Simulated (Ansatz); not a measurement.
`CO[Si](Cl)(Cl)[GeH3]`, 12 atoms. Charge 0, multiplicity 1. Correlated methods include outer-core shells of Ge, which these sets cover unevenly. Scalar relativity is left out up to krypton. All runs use 4 threads of an Arm Neoverse V1 on a shared host. Correlated methods freeze the cores.

Task: Give the basis size and wall time and peak host memory of each of these runs in Ansatz. RKS PBE0-D4/def2-TZVP relaxation (15 steps); RKS PBE0-D4/def2-TZVP frequencies; RKS ωB97M-V/def2-TZVPP energy and forces; RHF-CCSD(T)/def2-SVP energy; RKS BLYP-D4/def2-TZVPP energy; RKS PBE0-D4/def2-SVP energy; RKS revPBE-D4/def2-TZVPP energy; RKS CAM-B3LYP-D4/def2-TZVPP energy; direct RPA on PBE orbitals/def2-TZVPP energy; RKS ωB97M-V/def2-SVP energy; RHF-MP2/def2-TZVPP energy; RKS ωB97M-V/def2-QZVPP energy. (Best estimate.)

Result: Ansatz gave: Other jobs shared the machine, so times are rough.

```tsv
level	job	functions	wall time	peak host memory (GiB)
RKS PBE0-D4/def2-SVP	energy	144	2.6 s	0.62
RKS BLYP-D4/def2-TZVPP	energy	320	4.3 s	0.61
RKS revPBE-D4/def2-TZVPP	energy	320	4.3 s	0.61
RHF-MP2/def2-TZVPP	energy	320	9.5 s	1.1
RKS ωB97M-V/def2-SVP	energy	144	10 s	0.64
RKS CAM-B3LYP-D4/def2-TZVPP	energy	320	11 s	1.6
direct RPA on PBE orbitals/def2-TZVPP	energy	320	12 s	0.95
RHF-CCSD(T)/def2-SVP	energy	144	26 s	1
RKS ωB97M-V/def2-TZVPP	energy and forces	320	29 s	1.8
RKS ωB97M-V/def2-QZVPP	energy	593	52 s	3.9
RKS PBE0-D4/def2-TZVP	relaxation (15 steps)	257	2.3 min	1.1
RKS PBE0-D4/def2-TZVP	frequencies	257	7.2 min	1.1
```
